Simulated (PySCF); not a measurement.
F2H2NOTa, SMILES [NH]=[Ta]([OH])([F])[F], multiplicity 1. Coordinates come from a B3LYP-D3(BJ)/def2-SVP optimisation. The multiplicity is an assumed one; no other spin state was optimised. The structure was generated by enumeration; whether it is a known compound was not checked. The def2 effective core potentials stand for the cores of Ta; spin–orbit coupling is left out. One conformer was computed; it need not be the lowest.

**Question.** Give the equilibrium geometry at B3LYP-D3(BJ)/def2-SVP (PySCF confirms it by a frequency run) as Cartesian coordinates in Å, and its point group. (The exact figures need the calculation; the answer reports its results.)

**Answer.** This is not unique; one that fits is point group Cs.
```xyz
7

Ta     0.0120    -0.0050     0.0000
N     -0.0536    -1.7736     0.0000
H     -0.0574    -2.7869     0.0000
F      0.9103     0.5589     1.5740
F      0.9103     0.5589    -1.5740
O     -1.7732     0.6573     0.0000
H     -2.6462     0.2477     0.0000
```
